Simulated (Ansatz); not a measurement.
Cost and result up the ladder for Te₄Pb₂ (6 atoms). Charge 0, multiplicity 1. Geometry: PBE-D4/def2-SVP.

Cartesian coordinates in Å:
```
Pb -0.995 0.698 -1.991
Pb 1.585 -0.785 1.522
Te 1.841 1.121 -0.984
Te -2.643 0.172 0.351
Te -0.916 0.355 2.483
Te 1.128 -1.560 -1.381
```

Ansatz on 4 threads of Arm Neoverse V1 on a shared host. Times are rough, and most runs start from the orbitals of an earlier one. PBE0-D4/def2-TZVP serves as the yardstick here, not as an exact answer. Differences are given only for rows in sets of like size (and for xTB, whose basis is part of the method), since another set adds its own error. Binding counts from free atoms at the same level (Pb triplet, Te triplet; other spins of the atoms weren't run), without zero-point energy or a counterpoise term.

In the def2 sets Pb, Te take a core potential; there is no spin–orbit coupling. HSE06 is defined as in plane-wave codes, on full-range PBE exchange. Correlated methods freeze 24 core orbitals; core or outer-core shells of Pb, Te are correlated, in sets that lack core-valence functions. The rows differ in basis, and correlated rows in double-zeta sets carry the largest basis error. Another isomer (singlet) lies 0.25 eV lower at PBE0-D4/def2-TZVP; other spin states weren't run for this one.

Correlated methods converge slowly with the basis, most of all in double-zeta sets.

```json
{"level": "BLYP-D4/def2-TZVP", "functions": "300", "wall time": "8 s", "binding energy per atom (eV)": "2.48", "difference from PBE0-D4/def2-TZVP (eV)": "0.06"}
{"level": "PBE-D4/def2-TZVP (with forces)", "functions": "300", "wall time": "9 s", "binding energy per atom (eV)": "2.59", "difference from PBE0-D4/def2-TZVP (eV)": "0.17"}
{"level": "r2SCAN-D4/def2-TZVP", "functions": "300", "wall time": "15 s", "binding energy per atom (eV)": "2.37", "difference from PBE0-D4/def2-TZVP (eV)": "-0.05"}
{"level": "HSE06-D4/def2-TZVP", "functions": "300", "wall time": "18 s", "binding energy per atom (eV)": "2.43", "difference from PBE0-D4/def2-TZVP (eV)": "0.01"}
{"level": "PBE0-D4/def2-TZVP", "functions": "300", "wall time": "25 s", "binding energy per atom (eV)": "2.42", "difference from PBE0-D4/def2-TZVP (eV)": "0.00"}
{"level": "CCSD(T)/def2-SVP", "functions": "156", "wall time": "2.7 min", "binding energy per atom (eV)": "1.94", "difference from PBE0-D4/def2-TZVP (eV)": "–"}
```
